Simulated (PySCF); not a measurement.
## Worked example: oscillator strength and radiative lifetime

C2H8N, SMILES C[NH2+]C, charge +1.

The structure is a stationary point at PBE0-D3(BJ)/def2-SVP. The isomer is the one that the SMILES or the coordinates give; other isomers of the formula were not compared.

PySCF with TDA-ωB97X/def2-SVPD puts the first singlet state with f over 0.02 at 11.11 eV (vertical), with the transition dipole (0.000, -0.298, 0.000) in atomic units.

**Question.** Find the oscillator strength, the wavelength and the radiative lifetime that this transition would have in vacuum if emission retraced absorption.

**Answer.** 
|μ|² = 0.0888 au, so |μ| = 0.76 D. ΔE = 11.11/27.211 = 0.4083 hartree. f = (2/3) ΔE |μ|² = 0.024 (the program prints 0.024).
λ = 1239.84/11.11 = 112 nm; ν = 89608 cm⁻¹.
Einstein's coefficient A = 0.6670 ν² f s⁻¹ (ν in cm⁻¹) = 1.3e8 s⁻¹, so τ = 1/A = 7.7 ns. This state is S2; the lower singlet has f = 0.016. The figure is the radiative limit of this one transition; relaxation, internal conversion, crossing to triplets and a medium change what is measured.
